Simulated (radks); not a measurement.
Ne2.7+, 7.3 electrons, occupied as 1s(up 1, down 0.3) 2s2 2p4 (fractional occupations, a model configuration).

All-electron calculation, scalar-relativistic Kohn-Sham, SCAN, spin-polarised, spherical densities, finite nucleus; open shells are filled with parallel spins first; meta-GGA in the generalised Kohn-Sham scheme; Fermi nuclear charge, rms radius 3.0055 fm. Program: a radial shooting solver on a logarithmic mesh with Libxc functionals.

Energy parts (eV):
part                     energy
total                 -2807.620
kinetic                2807.719
electron-nucleus      -6472.926
Hartree                1113.062
exchange-correlation   -255.475

Orbitals (lengths in bohr, moments of r in powers of bohr):
| orbital | occ. | eigenvalue (eV) | <r^4> | <r^2> |
|---|---|---|---|---|
| 1s up | 1 | -980.5790 | 0.002636 | 0.03191 |
| 1s down | 0.3 | -942.4362 | 0.002747 | 0.03248 |
| 2s up | 1 | -105.7091 | 0.8779 | 0.6972 |
| 2s down | 1 | -98.2608 | 1.002 | 0.7416 |
| 2p up | 3 | -82.3072 | 0.8524 | 0.6316 |
| 2p down | 1 | -73.3891 | 1.081 | 0.7074 |

The highest occupied level is 2p down at -73.389 eV. The density falls to 0.001 e/bohr^3 at r = 2.17 bohr. Spin moment in Bohr magnetons: 2.7. The spin density at the nucleus is 227.1 e/bohr^3 (1s 225.4, 2s 1.7). Summed over all electrons, <r^2> = 4.083 bohr^2, which gives a Langevin (diamagnetic) susceptibility term of -3.23 x 10^-6 cm^3/mol. The electron density at the nucleus is 459.9 e/bohr^3 (large components only).
